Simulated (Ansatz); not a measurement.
Y2F6, 8 atoms. Hardware: 4 threads of Arm Neoverse V2 on a shared host.

In the def2 sets Y takes a core potential; there is no spin–orbit coupling. Correlated methods freeze 6 core orbitals; core or outer-core shells of Y are correlated, in sets that lack core-valence functions.

(1) How many basis functions does each of these Ansatz runs have, and roughly what does it cost? B2PLYP/def2-TZVP, charge 0 singlet, energy, from earlier orbitals; MP2/def2-TZVP, charge 0 singlet, energy, from earlier orbitals; PBE0-D4/def2-SVP, charge 0 singlet, relaxation, 30 steps; PBE-D4/def2-TZVP, charge 0 singlet, energy and forces, from earlier orbitals; PBE0-D4/def2-TZVP, charge 0 singlet, energy, from earlier orbitals; BLYP-D4/def2-TZVP, charge 0 singlet, energy, from earlier orbitals; PBE-D4/def2-SVP, charge 0 singlet, energy, from earlier orbitals; PBE0-D4/def2-SVP, charge 0 singlet, energy, from earlier orbitals; HF/def2-TZVP, charge 0 singlet, energy, from earlier orbitals; CCSD(T)/def2-SVP, charge 0 singlet, energy, from earlier orbitals; r2SCAN-D4/def2-TZVP, charge 0 singlet, energy, from earlier orbitals; HF/STO-3G, charge 0 singlet, energy.

Answers

(1) Other jobs shared the machine, so times can vary by a factor of up to 3. A dash marks memory too small to be measured apart from the calling script's.

```csv
run,functions,fitting or Cholesky vectors,wall time,peak host memory (GiB)
"HF/STO-3G, charge 0 singlet, energy",84,1094,0.8 s,–
"PBE-D4/def2-SVP, charge 0 singlet, energy, from earlier orbitals",146,1466,1.8 s,–
"PBE0-D4/def2-SVP, charge 0 singlet, energy, from earlier orbitals",146,1576,2.5 s,–
"HF/def2-TZVP, charge 0 singlet, energy, from earlier orbitals",266,2100,3 s,0.91
"BLYP-D4/def2-TZVP, charge 0 singlet, energy, from earlier orbitals",266,1608,3.6 s,–
"PBE-D4/def2-TZVP, charge 0 singlet, energy and forces, from earlier orbitals",266,1608,3.8 s,–
"PBE0-D4/def2-TZVP, charge 0 singlet, energy, from earlier orbitals",266,1700,4.8 s,0.87
"MP2/def2-TZVP, charge 0 singlet, energy, from earlier orbitals",266,1948,5.5 s,0.73
"r2SCAN-D4/def2-TZVP, charge 0 singlet, energy, from earlier orbitals",266,1608,7 s,–
"B2PLYP/def2-TZVP, charge 0 singlet, energy, from earlier orbitals",266,1948,9.5 s,0.79
"PBE0-D4/def2-SVP, charge 0 singlet, relaxation, 30 steps",146,1444,67 s,–
"CCSD(T)/def2-SVP, charge 0 singlet, energy, from earlier orbitals",146,1386,87 s,1.7
```
